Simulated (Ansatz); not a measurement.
Basis sets compared for MoI4. The state is a triplet with charge 0. Geometry r2SCAN-D4/def2-SVP. Ansatz on 4 threads of Intel Xeon Platinum 8375C on a shared host; times are rough, and most runs start from earlier orbitals.

```xyz
5

Mo    0.0000    0.0000    0.0000
I    -2.4076   -0.7622    0.5690
I     0.9398   -1.4672   -1.9145
I     1.5014   -0.2485    2.0941
I    -0.0336    2.4778   -0.7486
```

In the def2 sets I, Mo take a core potential; there is no spin–orbit coupling.

Binding counts from free atoms (Mo septet, I doublet) in the same basis, without a counterpoise term.

```tsv
level	functions	energy (Eh)	HOMO (eV)	LUMO (eV)	binding per atom (eV)	wall time
PBE-D4/def2-SVP	135	-1259.1770	-5.24	-4.15	2.46	3.5 s
PBE-D4/def2-TZVP	240	-1259.2382	-5.29	-4.19	2.46	5.5 s
r2SCAN-D4/def2-TZVP (with forces)	240	-1259.7507	-5.79	-4.33	2.27	12 s
PBE0-D4/def2-SVP	135	-1259.2275	-6.79	-3.76	2.22	6 s
PBE0-D4/def2-TZVP	240	-1259.2872	-6.80	-3.75	2.23	13 s
```

Problem. Estimate the rows for PBE-D4/def2-TZVPD, r2SCAN-D4/def2-TZVPD, PBE0-D4/def2-TZVPD.

Solution. 
| level | functions | energy (Eh) | HOMO (eV) | LUMO (eV) | binding per atom (eV) | wall time |
| --- | --- | --- | --- | --- | --- | --- |
| PBE-D4/def2-TZVPD | 276 | -1259.2393 | -5.31 | -4.21 | 2.46 | 9.5 s |
| r2SCAN-D4/def2-TZVPD | 276 | -1259.7517 | -5.80 | -4.33 | 2.27 | 15 s |
| PBE0-D4/def2-TZVPD | 276 | -1259.2882 | -6.81 | -3.76 | 2.24 | 18 s |
